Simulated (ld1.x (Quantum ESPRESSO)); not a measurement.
## Varying the PAW potential for oxygen

Base potential:

```
Element                 : oxygen (O)
Generator               : ld1.x (Quantum ESPRESSO) 7.5
Type                    : PAW
Functional              : PBE
Relativity              : scalar-relativistic
Frozen core             : [He]
Valence charge          : 6
Reference configuration : 2s2 2p4
Partial waves           : 2s (bound): rcut 0.55, rcutus 0.70 bohr; 2s channel at -1 Ry: rcut 0.55, rcutus 0.70 bohr; 2p (bound): rcut 1.25, rcutus 1.65 bohr; 2p channel at 0.05 Ry: rcut 1.25, rcutus 1.65 bohr
Local potential         : all-electron potential smoothed inside 1.05 bohr (lloc = -1)
Core correction         : Bessel-smoothed model core inside 0.70 bohr
Augmentation charge     : PSQ, inside the norm-conserving radii
```

All-electron outer shells of the reference configuration (PBE, scalar-relativistic, ld1.x):

```csv
shell,level (eV),outermost node (bohr),outermost maximum (bohr)
1s,-514.70,–,0.13
2s,-23.96,0.28,0.87
2p,-9.03,–,0.82
```

Cutoffs, loose and tight: the cutoffs (Ry, on a coarse ladder) from which the occupation-weighted sum of valence levels, in a spherical-Bessel basis at the reference potential, stays within 10 and 1 mRy of its value at 400 Ry. They do not see the model core or the augmentation charge, which bear on the density cutoff. Test errors are all-electron minus pseudo excitation energies from the reference, over the configurations 2s2 2p3; 2s2 2p2; 2s2 2p1; 2s0 2p6; 2s2 2p3.5; 2s2 2p0; 2s1 2p5. A dash means not determined; rows that change the core or the reference have their own tests. The largest error is taken over the tests solved by every variant that gives reliable tests at all: 2s0 2p6; 2s2 2p1; 2s2 2p2; 2s2 2p3; 2s2 2p3.5.

A true bound ghost makes a file unfit for plane-wave use even where its test errors are small: the radial tests pick states by their node count and pass the ghost by.

| change | outcome | cutoff, loose | cutoff, tight | bound ghosts | largest test error (meV) |
| --- | --- | --- | --- | --- | --- |
| base | generated | 70 Ry | 90 Ry | s | -32 |
| waves 2p (bound): rcut 1.24, rcutus 1.32 bohr; 2p channel at 0.05 Ry: rcut 1.24, rcutus 1.32 bohr | generated | 70 Ry | 90 Ry | s | -28 |
| local potential all-electron potential smoothed inside 0.70 bohr (lloc = -1) | generated | 70 Ry | 90 Ry | none | -24 |
| local potential all-electron potential smoothed inside 1.52 bohr (lloc = -1) | generated | 70 Ry | 90 Ry | none | -23 |
| type TM; waves now 2s (bound): rc 0.70 bohr; 2p (bound): rc 1.65 bohr; local potential the p channel | generated | 80 Ry | 200 Ry | none | +843 |
| augmentation BESSEL, radius 0.40 bohr | generated | 70 Ry | 90 Ry | s | -377 |
| waves 2s (bound): rcut 0.55, rcutus 0.62 bohr; 2s channel at -1 Ry: rcut 0.55, rcutus 0.62 bohr | generated | 90 Ry | 120 Ry | none | -22 |
